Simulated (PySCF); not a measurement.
Species: C3H11FOSi2.
Bonds: C1–C2, C2–C3, C2–Si4, Si4–O5, O5–Si6, Si6–F7. Hydrogens: H8, H9, H10 on C1; H11 on C2; H12, H13, H14 on C3; H15, H16 on Si4; H17, H18 on Si6.

Computed by this run: PySCF, PBE0-D3(BJ)/def2-SVP geometry optimisation, gas phase; density fitting, grid level 1; the optimiser is geomeTRIC in internal coordinates, started from a GFN2-xTB structure with every atom displaced at random (about 0.01 Å).

Step 11: E = -23787.5757 eV
```
atom  x, y, z in Å  |  force x, y, z in eV/Å
C1     -2.8716   -0.3973   -0.6647   -0.021  -0.013   0.002
C2     -1.4821    0.1989   -0.4359    0.012   0.021  -0.022
C3     -1.3354    0.7907    0.9643    0.001   0.002   0.014
Si4    -0.1865   -1.1145   -0.8135    0.067  -0.019   0.005
O5      1.3738   -0.5339   -0.6297   -0.111   0.024  -0.001
Si6     2.3500    0.7407   -0.3295    0.038  -0.017   0.000
F7      1.4854    2.1126   -0.4591    0.005  -0.018   0.023
H8     -3.6569    0.3591   -0.5017    0.002   0.004  -0.004
H9     -3.0742   -1.2271    0.0338    0.005   0.006  -0.007
H10    -2.9976   -0.7864   -1.6879    0.004   0.001   0.002
H11    -1.3188    1.0080   -1.1724    0.006  -0.010   0.002
H12    -1.4078    0.0143    1.7444    0.003  -0.001  -0.005
H13    -2.1323    1.5271    1.1617   -0.003  -0.006   0.001
H14    -0.3770    1.3157    1.0887    0.003   0.000  -0.006
H15    -0.3481   -2.2748    0.1155    0.007   0.010   0.009
H16    -0.3353   -1.5982   -2.2194    0.008   0.014  -0.003
H17     3.4345    0.8003   -1.3410   -0.015   0.000  -0.012
H18     2.8745    0.6839    1.0588   -0.011   0.001   0.002
```

Step 12: E = -23787.5780 eV
```
atom  x, y, z in Å  |  force x, y, z in eV/Å
C1     -2.8731   -0.4027   -0.6677   -0.006   0.008  -0.001
C2     -1.4865    0.2018   -0.4386   -0.016   0.003   0.002
C3     -1.3461    0.7979    0.9608   -0.002   0.002  -0.006
Si4    -0.1878   -1.1093   -0.8074    0.092  -0.031  -0.012
O5      1.3722   -0.5275   -0.6309   -0.111   0.049   0.014
Si6     2.3616    0.7365   -0.3293    0.036  -0.020   0.002
F7      1.5043    2.1172   -0.4050    0.003  -0.031   0.015
H8     -3.6621    0.3512   -0.5103    0.002   0.000  -0.004
H9     -3.0728   -1.2297    0.0344    0.001   0.000   0.000
H10    -2.9945   -0.7976   -1.6890    0.001   0.000  -0.003
H11    -1.3260    1.0077   -1.1786    0.009   0.003  -0.001
H12    -1.4128    0.0221    1.7418    0.002  -0.003  -0.002
H13    -2.1501    1.5271    1.1558   -0.001  -0.001   0.003
H14    -0.3921    1.3304    1.0840    0.009   0.005  -0.003
H15    -0.3442   -2.2643    0.1289   -0.003   0.008   0.008
H16    -0.3330   -1.5991   -2.2112   -0.004   0.004  -0.006
H17     3.4178    0.8097   -1.3692   -0.009   0.007  -0.007
H18     2.9200    0.6479    1.0439   -0.003  -0.003   0.002
```

**Question.** Estimate the geometry and energy of step 13. (The exact step hangs on the optimiser's Hessian estimate; all steps are aligned on step 12, rigid shifts and turns removed.)

**Answer.** E = -23787.5763 eV, largest force 0.200 eV/Å
```
atom  x, y, z in Å  |  force x, y, z in eV/Å
C1     -2.8873   -0.4432   -0.6807    0.073   0.104  -0.005
C2     -1.5214    0.2179   -0.4580   -0.150  -0.093   0.093
C3     -1.4121    0.8468    0.9314   -0.008  -0.005  -0.105
Si4    -0.1964   -1.0731   -0.7758    0.174  -0.061  -0.072
O5      1.3532   -0.4685   -0.6309   -0.051   0.131   0.078
Si6     2.4386    0.7091   -0.3222    0.014  -0.022   0.019
F7      1.6685    2.1185   -0.0630   -0.036  -0.014  -0.040
H8     -3.7012    0.2905   -0.5578   -0.003  -0.019  -0.002
H9     -3.0638   -1.2503    0.0479   -0.019  -0.030   0.030
H10    -2.9822   -0.8774   -1.6881   -0.011  -0.006  -0.023
H11    -1.3828    1.0043   -1.2207    0.011   0.045  -0.018
H12    -1.4360    0.0795    1.7226    0.005  -0.004   0.020
H13    -2.2568    1.5308    1.1159    0.011   0.022   0.009
H14    -0.4847    1.4264    1.0371    0.031   0.016   0.029
H15    -0.3212   -2.1944    0.2043   -0.052  -0.013  -0.002
H16    -0.3193   -1.6007   -2.1666   -0.049  -0.047  -0.011
H17     3.3128    0.8914   -1.5074    0.024   0.028   0.019
H18     3.1868    0.4115    0.9245    0.037  -0.033  -0.018
```

The energy changes by +0.0017 eV. The first-order estimate −F·Δx gives -0.0146 eV and the mean of the old and new forces, exact on a quadratic surface, -0.0054 eV. The step makes an angle of 82° with the force vector and moves no atom by more than 0.379 Å. The energy falls at the start of this step and ends higher, so the step passed the lowest point of its straight line.

The cost below is that of the whole optimisation. Hardware: Arm Neoverse V1, one thread (shared host). Cost: 4.4 min of wall time, 0.66 GiB resident at most.
